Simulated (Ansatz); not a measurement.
Nudged elastic band run: H6O2Si2

Input file:

```yaml
crystal:
  periodic: [false, false, false]
  atoms:
    - { symbol: O, position_ang: [-1.349484, 0.397874, -1.478266] }
    - { symbol: Si, position_ang: [0.060413, 0.604312, -0.539874] }
    - { symbol: O, position_ang: [1.458037, -0.02818, -1.28473] }
    - { symbol: Si, position_ang: [-0.048423, -0.558691, 1.508114] }
    - { symbol: H, position_ang: [-1.598648, -0.541321, -1.580384] }
    - { symbol: H, position_ang: [0.125349, 2.105388, -0.408474] }
    - { symbol: H, position_ang: [1.700688, 0.4445, -2.105354] }
    - { symbol: H, position_ang: [-0.267299, -2.032324, 1.250631] }
    - { symbol: H, position_ang: [-1.212969, -0.050452, 2.325117] }
    - { symbol: H, position_ang: [1.215537, -0.392305, 2.316121] }
magnetization:
  spin_polarized: true
basis:
  gaussian: { orbitals: cc-pVDZ }
hamiltonian:
  xc: pbe
neb:
  order_check: false
  images: 5
  f_tol: 0.2
  max_iterations: 60
  final_atoms:
    - { symbol: O, position_ang: [-1.25528263, 0.69410273, -1.03716937] }
    - { symbol: Si, position_ang: [0.69859548, 1.0702023, -0.09746091] }
    - { symbol: O, position_ang: [1.23498743, -0.17080511, -1.25736675] }
    - { symbol: Si, position_ang: [0.05183501, -0.56051553, 1.58851458] }
    - { symbol: H, position_ang: [-0.77729876, 0.02185485, -1.59326858] }
    - { symbol: H, position_ang: [-1.41814888, 1.44161261, -1.65057792] }
    - { symbol: H, position_ang: [1.7893628, 0.25434848, -1.94222185] }
    - { symbol: H, position_ang: [-0.55702367, -1.82713006, 1.01389717] }
    - { symbol: H, position_ang: [-0.9465913, 0.00578088, 2.57918366] }
    - { symbol: H, position_ang: [1.26276552, -0.98065014, 2.39937097] }
  initial_path:
    images:
      - { positions_ang: [[-1.349484, 0.397874, -1.478266], [0.060413, 0.604312, -0.539874], [1.458037, -0.02818, -1.28473], [-0.048423, -0.558691, 1.508114], [-1.598648, -0.541321, -1.580384], [0.125349, 2.105388, -0.408474], [1.700688, 0.4445, -2.105354], [-0.267299, -2.032324, 1.250631], [-1.212969, -0.050452, 2.325117], [1.215537, -0.392305, 2.316121]] }
      - { positions_ang: [[-1.27738236, 0.4505466, -1.4218046], [0.11117624, 0.60484876, -0.49988546], [1.42873401, -0.03231908, -1.31928319], [-0.01979023, -0.56003449, 1.53089995], [-1.53684212, -0.44421828, -1.63331205], [-0.09326956, 1.92285205, -0.54330792], [1.73183309, 0.47971724, -2.08467362], [-0.31803794, -2.00601039, 1.26487649], [-1.1673952, -0.00637752, 2.37504611], [1.22417506, -0.4602039, 2.33434529]] }
      - { positions_ang: [[-1.20528072, 0.50321921, -1.36534319], [0.16193949, 0.60538552, -0.45989692], [1.39943102, -0.03645815, -1.35383639], [0.00884255, -0.56137797, 1.5536859], [-1.47503624, -0.34711556, -1.68624009], [-0.31188813, 1.7403161, -0.67814184], [1.76297819, 0.51493447, -2.06399324], [-0.36877688, -1.97969678, 1.27912198], [-1.1218214, 0.03769696, 2.42497521], [1.23281311, -0.52810279, 2.35256958]] }
      - { positions_ang: [[-1.13317908, 0.55589181, -1.30888179], [0.21270273, 0.60592228, -0.41990838], [1.37012804, -0.04059723, -1.38838958], [0.03747532, -0.56272146, 1.57647185], [-1.41323036, -0.25001284, -1.73916814], [-0.53050669, 1.55778015, -0.81297576], [1.79412328, 0.55015171, -2.04331286], [-0.41951582, -1.95338317, 1.29336747], [-1.0762476, 0.08177144, 2.47490432], [1.24145117, -0.59600169, 2.37079387]] }
      - { positions_ang: [[-1.17388026, 0.60196212, -1.21831098], [0.37466698, 0.76068228, -0.31242589], [1.32508117, -0.08399986, -1.34471531], [0.04226189, -0.56198615, 1.58048609], [-1.20125316, -0.15939027, -1.69053495], [-0.82638742, 1.51905764, -1.09217648], [1.79253645, 0.45155063, -2.00961586], [-0.46535177, -1.9112988, 1.2002107], [-1.03302884, 0.05644125, 2.5096641], [1.24855595, -0.72421784, 2.38031957]] }
      - { positions_ang: [[-1.21458145, 0.64803242, -1.12774017], [0.53663123, 0.91544229, -0.2049434], [1.2800343, -0.12740248, -1.30104103], [0.04704845, -0.56125084, 1.58450034], [-0.98927596, -0.06876771, -1.64190177], [-1.12226815, 1.48033512, -1.3713772], [1.79094962, 0.35294955, -1.97591885], [-0.51118772, -1.86921443, 1.10705394], [-0.98981007, 0.03111107, 2.54442388], [1.25566074, -0.85243399, 2.38984527]] }
      - { positions_ang: [[-1.25528263, 0.69410273, -1.03716937], [0.69859548, 1.0702023, -0.09746091], [1.23498743, -0.17080511, -1.25736675], [0.05183501, -0.56051553, 1.58851458], [-0.77729876, 0.02185485, -1.59326858], [-1.41814888, 1.44161261, -1.65057792], [1.7893628, 0.25434848, -1.94222185], [-0.55702367, -1.82713006, 1.01389717], [-0.9465913, 0.00578088, 2.57918366], [1.26276552, -0.98065014, 2.39937097]] }
```

Command:

```bash
$ ansatz run input.yaml --threads 2 --pin off --max-ram 3072MiB --backend cpu --events-out ev --progress --plain --runs-dir out
```

Output, in part (warnings, iteration lines, the closing report on the highest movable image, with atoms numbered from 0):

```
NEB end point (image 0): max|allowed force component| = 2.664e-3 eV/Å (the criterion of neb.relax_end_points is 4.000e-2)
NEB end point (image 6): max|allowed force component| = 1.834e-2 eV/Å (the criterion of neb.relax_end_points is 4.000e-2)
NEB iter   1: max|band force component| = 9.433e0 eV/Å  barrier→ = 4.3600 eV  barrier← = 2.4657 eV  Δτ_max = 0.1958 Å  (204 SCF iters)
NEB iter   2: max|band force component| = 5.434e0 eV/Å  barrier→ = 3.2986 eV  barrier← = 1.4043 eV  Δτ_max = 0.1974 Å  (159 SCF iters)
NEB iter   3: max|band force component| = 1.951e0 eV/Å  barrier→ = 2.8031 eV  barrier← = 0.9088 eV  Δτ_max = 0.1494 Å  (161 SCF iters)
NEB iter   4: max|band force component| = 9.339e-1 eV/Å  barrier→ = 2.5937 eV  barrier← = 0.6994 eV  Δτ_max = 0.1360 Å  (152 SCF iters)
NEB iter   5: max|band force component| = 5.270e-1 eV/Å  barrier→ = 2.4925 eV  barrier← = 0.5981 eV  Δτ_max = 0.1781 Å  (154 SCF iters)
NEB iter   6: max|band force component| = 6.288e-1 eV/Å  barrier→ = 2.4842 eV  barrier← = 0.5899 eV  Δτ_max = 0.0902 Å  (158 SCF iters)
NEB iter   7: max|band force component| = 5.127e-1 eV/Å  barrier→ = 2.3600 eV  barrier← = 0.4657 eV  Δτ_max = 0.0904 Å  (154 SCF iters)
NEB iter   8: max|band force component| = 7.740e-1 eV/Å  barrier→ = 2.3553 eV  barrier← = 0.4609 eV  CI = image 4  Δτ_max = 0.0913 Å  (155 SCF iters)
NEB iter   9: max|band force component| = 1.012e0 eV/Å  barrier→ = 2.5241 eV  barrier← = 0.6298 eV  CI = image 4  Δτ_max = 0.0925 Å  (154 SCF iters)
NEB iter  10: max|band force component| = 8.430e-1 eV/Å  barrier→ = 2.7238 eV  barrier← = 0.8295 eV  CI = image 4  Δτ_max = 0.0922 Å  (154 SCF iters)
NEB iter  11: max|band force component| = 8.524e-1 eV/Å  barrier→ = 2.7910 eV  barrier← = 0.8967 eV  CI = image 4  Δτ_max = 0.0456 Å  (146 SCF iters)
NEB iter  12: max|band force component| = 3.497e-1 eV/Å  barrier→ = 2.7639 eV  barrier← = 0.8696 eV  CI = image 4  Δτ_max = 0.0899 Å  (141 SCF iters)
NEB iter  13: max|band force component| = 1.036e-1 eV/Å  barrier→ = 2.7491 eV  barrier← = 0.8548 eV  CI = image 4  Δτ_max = 0.0000 Å  (293 SCF iters)
Total energy: -19933.40042258 eV, -732.5389541857 hartree
Atom 0 at    -1.481934     0.448957    -1.152495 Å, force    -0.007521    -0.023277    -0.005477 eV/Å
Atom 1 at     0.323401     0.747972    -0.326146 Å, force     0.020064     0.007896     0.014209 eV/Å
Atom 2 at     1.463120    -0.191167    -1.213109 Å, force    -0.045635     0.004611    -0.036206 eV/Å
Atom 3 at     0.065751    -0.570571     1.634570 Å, force     0.019722    -0.040271     0.009751 eV/Å
Atom 4 at    -1.334658     0.169387    -2.085683 Å, force     0.047521    -0.012734     0.004375 eV/Å
Atom 5 at    -0.820422     1.607461    -1.098568 Å, force    -0.021556     0.052031    -0.001943 eV/Å
Atom 6 at     1.846875     0.328715    -1.946825 Å, force    -0.000833    -0.007767     0.002135 eV/Å
Atom 7 at    -0.336621    -1.976863     1.247472 Å, force     0.001808     0.007868     0.011618 eV/Å
Atom 8 at    -1.001923     0.010248     2.530231 Å, force    -0.009140     0.013957    -0.011048 eV/Å
Atom 9 at     1.359613    -0.625339     2.413452 Å, force    -0.004430    -0.002315     0.012586 eV/Å
Dipole moment:     0.107999     0.141770    -0.476932 e Å
```

It converged. The threshold of 0.2 eV/Å is loose, so the images may lie well off the minimum-energy path. Neighbouring images differ by up to 1.9 eV, so the band resolves the path poorly. The order of the stationary point at the top wasn't checked. The orbitals stay closed-shell, which can raise the energy where a bond breaks towards radicals; this wasn't checked here.

Final band (atoms are numbered from 1 in the order of the input):

| image | path coordinate (Å) | energy (kcal/mol) | Si2–H6 (Å) | O1–H6 (Å) |
| --- | --- | --- | --- | --- |
| 0 | 0.00 | 0.0 | 1.51 | 2.50 |
| 1 | 0.73 | 2.2 | 1.51 | 2.54 |
| 2 | 1.45 | 2.4 | 1.52 | 2.63 |
| 3 | 2.18 | 20.2 | 1.50 | 2.10 |
| 4 | 2.90 | 63.4 | 1.63 | 1.34 |
| 5 | 3.69 | 46.1 | 2.38 | 0.98 |
| 6 | 4.48 | 43.7 | 2.65 | 0.98 |

Time of the run: 97 s on 2 threads of Intel(R) Xeon(R) 6975P-C (Granite Rapids) (shared host), peak memory 0.19 GiB.
